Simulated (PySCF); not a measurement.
C₇H₂NOS (charge -1).
Cartesian coordinates in Å at the GFN2-xTB level; atoms count from 1:
```
atom  x, y, z in Å
C1    -2.3813   -1.3766    0.4030
C2    -1.3234   -0.8288    0.2438
C3    -0.0724   -0.2084    0.0634
C4     1.1474   -0.8497    0.2848
C5     2.2923   -0.0865    0.0573
O6     3.4845   -0.3397    0.1546
S7     1.7322    1.5851   -0.4834
C8     0.0407    1.1141   -0.3569
C9    -0.9817    1.9856   -0.6483
N10   -1.8485    2.7145   -0.8918
H11   -3.3147   -1.8366    0.5360
H12    1.2260   -1.8736    0.6115
```

The closed-shell SCF was solved with PySCF and density fitting under several settings on one GFN2-xTB geometry (grid level 2 and gas phase unless stated).

```
                                                                            settings  basis functions  SCF cycles     E (Eh)  HOMO (eV)  LUMO (eV)
                                                                       PBE0/pcSseg-1              187          16  -795.4418      -1.44       2.45
                                                                      PBE0/def2-SVPD              226          16  -795.1120      -1.59       2.30
                                                                 wB97X-D/aug-cc-pVDZ              252          17  -795.9949      -3.21       3.11
                                           PBE0/def2-SVPD, energy threshold 1e-07 Eh              226          11  -795.1120      -1.59       2.30
PBE0/STO-3G, damping 0.3 at the start, DIIS from the seventh cycle, start guess atom               56          24  -785.9525       2.66       6.64
```

Estimate the row for these settings: PBE0/MINI, energy threshold 1e-07 Eh.

```json
{"settings": "PBE0/MINI, energy threshold 1e-07 Eh", "basis functions": "56", "SCF cycles": "10", "E (Eh)": "-790.4470", "HOMO (eV)": "-2.42", "LUMO (eV)": "1.33"}
```

Over all rows, what range does the HOMO–LUMO gap span?

From 3.75 eV (PBE0/MINI, energy threshold 1e-07 Eh) to 6.32 eV (wB97X-D/aug-cc-pVDZ). The functional of the narrowest has 25 % exact exchange, that of the widest range-separated exact exchange.

Compare two rows with the functional PBE0: PBE0/MINI, energy threshold 1e-07 Eh and PBE0/STO-3G, damping 0.3 at the start, DIIS from the seventh cycle, start guess atom. Which energy is lower, and by how much?

PBE0/MINI, energy threshold 1e-07 Eh (56 functions) lies 4.4945 Eh or 2820 kcal/mol below PBE0/STO-3G, damping 0.3 at the start, DIIS from the seventh cycle, start guess atom (56 functions).

wB97X-D ran without the empirical dispersion term, which would shift the total energy alone. Cycle counts include a coarse-grid stage where the run had one. The HOMO energy is positive at PBE0/STO-3G; such an orbital is held in place by the finite basis.
